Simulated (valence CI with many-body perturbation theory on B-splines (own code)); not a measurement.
Values are calculated unless marked as measured or tabulated.
Level structure of W³⁵⁺

Method: configuration interaction combined with many-body perturbation theory (CI+MBPT): three valence electrons over a frozen Dirac-Fock core [Kr], radial functions for each j: 9 s, 9 p, 10 d, 8 f, 5 g, 3 h, 1 i, with the one-electron correlation potential Σ1, the two-electron term Σ2, the three-electron term Σ3, Breit, model QED; selected CI, second order for the rest (own B-spline code, finite nucleus).

The last digits are not significant, and no measured levels were compared; by estimate large intervals hold to a few tenths of a per cent, small ones and those within an open d or f shell to about a per cent. Only levels of the ground parity were solved; by the run's estimate the other parity begins above the list, which can be wrong where configurations are misplaced.

Levels 1 to 19 of 19, with energies above the lowest level, (4d3/2^3) J=3/2. "Leading %" is the weight of the configuration and term that name the level; weights of strongly mixed levels are sums over their largest components and can fall short. In the jj column 3d3/2^4 stands for four electrons in 3d with j = 3/2.

| No. | Configuration | Term | J | E (cm⁻¹) | Leading % | Second component | g | Leading jj |
| --- | --- | --- | --- | --- | --- | --- | --- | --- |
| 1 | 4d³ | ⁴F | 3/2 | 0 | 50 | 36 % 4d³ ²D | 0.688 | 4d3/2^3 (97 %) |
| 2 | 4d³ | ⁴F | 5/2 | 121450 | 84 | 14 % 4d³ ²D | 1.053 | 4d3/2^2 4d5/2 (98 %) |
| 3 | 4d³ | ⁴P | 3/2 | 140930 | 40 | 29 % 4d³ ²P | 1.205 | 4d3/2^2 4d5/2 (98 %) |
| 4 | 4d³ | ²G | 7/2 | 152160 | 46 | 38 % 4d³ ⁴F | 1.057 | 4d3/2^2 4d5/2 (94 %) |
| 5 | 4d³ | ²H | 9/2 | 155080 | 43 | 42 % 4d³ ²G | 1.052 | 4d3/2^2 4d5/2 (98 %) |
| 6 | 4d³ | ⁴P | 1/2 | 156750 | 60 | 40 % 4d³ ²P | 1.862 | 4d3/2^2 4d5/2 (99 %) |
| 7 | 4d³ | ⁴P | 5/2 | 220640 | 44 | 35 % 4d³ ²D | 1.303 | 4d3/2^2 4d5/2 (90 %) |
| 8 | 4d³ | ⁴F | 7/2 | 272150 | 60 | 37 % 4d³ ²G | 1.103 | 4d3/2 4d5/2^2 (97 %) |
| 9 | 4d³ | ⁴F | 9/2 | 285700 | 52 | 42 % 4d³ ²H | 1.138 | 4d3/2 4d5/2^2 (96 %) |
| 10 | 4d³ | ⁴P | 3/2 | 299490 | 41 | 39 % 4d³ ²D | 1.130 | 4d3/2 4d5/2^2 (99 %) |
| 11 | 4d³ | ²P | 1/2 | 308350 | 60 | 40 % 4d³ ⁴P | 1.466 | 4d3/2 4d5/2^2 (99 %) |
| 12 | 4d³ | ²D | 5/2 | 315200 | 44 | 30 % 4d³ ⁴P | 1.246 | 4d3/2 4d5/2^2 (90 %) |
| 13 | 4d³ | ²H | 11/2 | 316000 | 100 |  | 1.087 | 4d3/2 4d5/2^2 (100 %) |
| 14 | 4d³ | ²D | 5/2 | 337230 | 44 | 40 % 4d³ ²F | 1.105 | 4d3/2 4d5/2^2 (96 %) |
| 15 | 4d³ | ²F | 7/2 | 342420 | 82 | 17 % 4d³ ²G | 1.098 | 4d3/2 4d5/2^2 (98 %) |
| 16 | 4d³ | ²D | 3/2 | 396970 | 69 | 24 % 4d³ ²P | 0.943 | 4d3/2 4d5/2^2 (88 %) |
| 17 | 4d³ | ²G | 9/2 | 434580 | 52 | 33 % 4d³ ⁴F | 1.152 | 4d5/2^3 (97 %) |
| 18 | 4d³ | ²D | 3/2 | 477270 | 54 | 34 % 4d³ ²P | 1.080 | 4d5/2^3 (89 %) |
| 19 | 4d³ | ²D | 5/2 | 508630 | 62 | 22 % 4d³ ²F | 1.162 | 4d5/2^3 (94 %) |

The ionisation energy to 4d² ³F2 of the next ion comes out as 1509.3 eV (NIST: 1512.4 ± 1.5 eV (semi-empirical)). All 19 levels together are meant to be complete up to 528970 cm⁻¹.
